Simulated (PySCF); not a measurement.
These are PBE-D3(BJ)/def2-TZVPD // PBE0-D3(BJ)/def2-TZVPD (PySCF) values and carry that method's errors. Isolated molecules, 0 K electronic values unless said otherwise. One relaxed conformer stands for a flexible species; it need not be the lowest. 

Reference species (SMILES): `[Cl][Al-][Cl]` (lower singlet) (charge -1, multiplicity 1).

```yaml
HOMO: -0.14 eV
```

Changed species: `[Cl][Al-][SH]` (lower singlet; H–S–Al–Cl torsion 0°) (X = mercapto, multiplicity 1; the reference has X = chloro, multiplicity 1).

Task: Predict the effect on the HOMO.

Result: the HOMO rises by 0.12 eV, to -0.02 eV.
